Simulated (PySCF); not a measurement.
Dipole response of Sr (strontium, neutral)

[Kr] 5s1 5p1, high-spin 3P determinant (an excited configuration). Calculation: PySCF 2.14, in aug-cc-pVTZ-X2C; scalar relativity by spin-free X2C-1e. Coupled (time-dependent) response in atomic units; α is the mean over directions.

| method | mean α (bohr³) | α xx, yy, zz | C₆ (like pair) | S(−4) |
| --- | --- | --- | --- | --- |
| r2SCAN0 | 2816 | 3777, 893.2, 3777 | 19670 | 485300000 |

S(−4) is the Cauchy moment in α(ω) = α(0) + S(−4) ω² + …

Spin-orbit coupling is absent.

α(iu) at r2SCAN0:

```json
{"u (hartree)": "0", "α(iu) (bohr³)": "2816"}
{"u (hartree)": "0.0500", "α(iu) (bohr³)": "164.9"}
{"u (hartree)": "0.100", "α(iu) (bohr³)": "98.74"}
{"u (hartree)": "0.200", "α(iu) (bohr³)": "43.24"}
{"u (hartree)": "0.300", "α(iu) (bohr³)": "24.73"}
{"u (hartree)": "0.500", "α(iu) (bohr³)": "12.48"}
{"u (hartree)": "0.750", "α(iu) (bohr³)": "7.487"}
{"u (hartree)": "1.00", "α(iu) (bohr³)": "5.184"}
{"u (hartree)": "1.50", "α(iu) (bohr³)": "2.938"}
{"u (hartree)": "2.00", "α(iu) (bohr³)": "1.870"}
{"u (hartree)": "3.00", "α(iu) (bohr³)": "0.9290"}
{"u (hartree)": "5.00", "α(iu) (bohr³)": "0.3588"}
```

A single London oscillator, α(iu) = α/(1 + u²/ω²), gives C₆ = (3/4) ω α². Matching the computed C₆ needs ω = 4 × 19670 / (3 × 2816²) = 0.00331 hartree.

The components differ because the open shell of this determinant is not spherical; for a pure term their mean is the scalar polarisability.
